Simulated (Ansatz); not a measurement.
System: AlH2, charge 1, singlet. AlH2+ (SMILES [AlH2+]).
B3LYP-D3(BJ)/def2-TZVP minimum from Ansatz (a program for electronic structure):
```
Al
H 1 1.5491
H 1 1.5491 2 180.00
```
Charge +1, spin multiplicity 1.

Total energies in cc-pV(Q+d)Z, 4 correlated electrons, 5 frozen orbitals. Open shells are spin-unrestricted; no spin-orbit coupling. Cores are frozen in correlated methods. No relativity. The spin of H2Al+ ([AlH2+], singlet) was assumed, and the state is the lowest solution found for it.

```csv
method,program,energy (Eh),error against FCI (mEh)
HF,Ansatz,-242.79188,81.64
MP2,Ansatz,-242.85661,16.90
CCSD,Ansatz,-242.87251,1.00
CCSD(T),Ansatz,-242.87327,0.24
CCSDT(Q),Ansatz,-242.87351,0.01
FCI,Ansatz,-242.87352,0.00
```

Rough core times of Ansatz's runs on a shared machine: CCSD(T) under 20 s, CCSDT(Q) 60 s, FCI 2 min.
